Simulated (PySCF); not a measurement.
These compounds are isomers of formula C8H9NO.

A. SMILES CO[C@@]12CC=C(C#N)[C@@H]1C2
B. SMILES [O-][n+]1cccc(C2CC2)c1
C. SMILES N([C@@H](C#CC#CC)C)C=O

Spectrum 1. $^{1}$H NMR (400 MHz, computed): δ 8.19 (d, 1H), 5.44 (m, 1H), 4.59 (br, 1H), 2.15 (s, 3H), 1.37 (d, 3H). $^{13}$C{$^{1}$H} NMR (computed): δ 159.0 (CH), 82.7 (C), 80.8 (C), 76.3 (C), 71.7 (C), 35.6 (CH), 26.4 (CH3), 5.4 (CH3).

Spectrum 2. $^{1}$H NMR (400 MHz, computed): δ 6.46 (m, 1H), 3.50 (s, 3H), 2.95 (m, 1H), 2.92 (m, 1H), 2.33 (m, 1H), 1.43 (m, 1H), -0.01 (m, 1H). $^{13}$C{$^{1}$H} NMR (computed): δ 154.8 (CH), 127.1 (C), 120.6 (C), 71.7 (C), 58.8 (CH3), 44.9 (CH2), 38.0 (CH), 24.3 (CH2).

Spectrum 3. $^{1}$H NMR (400 MHz, computed): δ 8.06 (d, 1H), 7.50 (s, 1H), 7.22 (m, 1H), 6.91 (d, 1H), 1.55 (m, 1H), 1.13 (m, 2H), 0.72 (m, 2H). $^{13}$C{$^{1}$H} NMR (computed): δ 151.7 (C), 141.0 (CH), 137.5 (CH), 131.6 (CH), 124.7 (CH), 16.6 (CH), 15.1 (CH2).

PySCF 2.14.0 with density-fitted response routines calculation with PBE0/pcSseg-1 with gauge-including orbitals and GFN2-xTB geometry; non-relativistic, gas phase, equivalent nuclei averaged, single conformer.

References, each an isolated molecule treated in the same way: TMS for $^{1}$H (31.72 ppm) and $^{13}$C (186.93 ppm). Where no couplings were computed, multiplicities follow the n + 1 count of equivalent neighbours, and m marks all less simple cases (inequivalent or close neighbours, rings, F or P nearby). Acid and N–H amide carbonyl carbons lie up to 10 ppm further downfield in solution (hydrogen bonding). Shifts are as computed. Against solution values, carbons near 30 ppm lie about +3 ppm off and those near 130 ppm about +5 ppm. Of 1211 compounds with measured shifts, 218 miss one by over three times the rms of a fit or turn the order of signals round; such compounds aren't used in these exercises. OH and NH positions are gas-phase values without hydrogen bonding to other molecules.

Q: Which spectrum belongs to which compound?

A: 1–C, 2–A, 3–B.

- Spectrum 1 (C): 8 $^{13}$C signals; δC 159.0 is an amide carbonyl carbon; δC 82.7 is an alkyne carbon.
- Spectrum 2 (A): 8 $^{13}$C signals; δC 154.8 is an alkene CH; δC 127.1 is a fully substituted alkene carbon.
- Spectrum 3 (B): 7 $^{13}$C signals; δC 141.0 is an aromatic CH next to a ring nitrogen; δC 131.6 is an aromatic CH.
